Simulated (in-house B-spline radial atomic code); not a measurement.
RPA and G0W0 on PBEsol: the krypton ion Kr³⁺

Configuration [Ar] 3d10 4s2 4p3, highest spin, mean-field start PBEsol. Computed with an all-electron radial atomic-structure program (B-spline basis): all electrons, scalar-relativistic (spin-free one-electron X2C), finite nucleus, each spin shell either full or empty, empty states to l = 9 with an (l + 1/2)⁻⁴ tail; G0W0 by contour deformation at full frequency.

Command:
```bash
python run_gw.py task.json out
```
Settings (radii: box in bohr, nucleus in fm):
```
Z                        36
electrons                33
configuration            [Ar] 3d10 4s2 4p3
hamiltonian              x2c
method                   pbesol
lmax                     9
rms_radius               4.1884
spin_polarised           True
box_radius               14.14
intervals                69
```

Cost of the run: 5.5 s on 1 thread of Arm Neoverse N1 (shared host).

Energies (hartree):

```csv
term,value
mean-field total,-2785.22887
Hartree-Fock functional on these orbitals,-2785.65113
direct second order,-2.8332
second-order exchange,0.82973
SOSEX correction,0.76407
```

(1) What is the RPA correlation energy, and what remains with SOSEX?

Quasi-particle levels (eV):

```
  level  occupied  mean field  Σx - vxc     Σc  QP weight    G0W0
  4p up       yes      -44.70     -6.39      ?          ?       ?
4s down       yes      -56.83     -4.01  -2.44      0.939  -63.28
4p down        no      -41.03      7.89  -2.87      0.941  -36.01
```

G0W0 = mean field + (Σx - vxc) + Σc, with Σc (partial-wave tail included) taken at the quasi-particle energy. Only the outer levels were computed. Levels of low weight are left out.

(2) Where does G0W0 put 4p up?

Results:

(1) RPA gives -2.4676 hartree (-2.03 eV per electron); RPA + SOSEX gives -1.7036, and the second-order doubles -2.0035 hartree (no singles). SOSEX takes back 31 % of the RPA value.

(2) At -51.39 eV, with Σc = -0.30 eV and a quasi-particle weight of 0.939. The tabulated removal energy is 50.85 ± 0.11 eV (NIST, measured); the calculation leaves out spin-orbit coupling, Breit and QED terms, and what these don't explain is the method's own error.
